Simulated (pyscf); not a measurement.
Single points on ωB97X-D3(BJ)/def2-SVP structures (PySCF, gas phase).

Q: How much does it cost (ΔH, 298 K, ωB97M-D3(BJ)/def2-TZVP) to split H₂C=CH–CH=CH–CH(Cl)–Cl (SMILES C=CC=CC(Cl)Cl) at its C–C bond into •HC=CH–CH=CH₂ + Cl–CH•–Cl?

A: C–C to •HC=CH–CH=CH₂ + Cl–CH•–Cl: 96.9 kcal/mol. The 7 functionals that were run give +87.8 (r²SCAN) to +97.1 kcal/mol (ωB97X-D3(BJ)). The radicals are drawn with the spin at the cut bond; how far it spreads was not checked. H₂C=CH–CH=CH–CH(Cl)–Cl lies 17.4 kcal/mol over its isomer cyclic C₅H₆Cl₂ (SMILES ClC1(Cl)CC=CC1), and others may lie lower still (electronic energy, ωB97M-D3(BJ)). •HC=CH–CH=CH₂ lies 11.3 kcal/mol over its isomer •HC=C=CH–CH₃, and others may lie lower still (electronic energy, ωB97M-D3(BJ)).
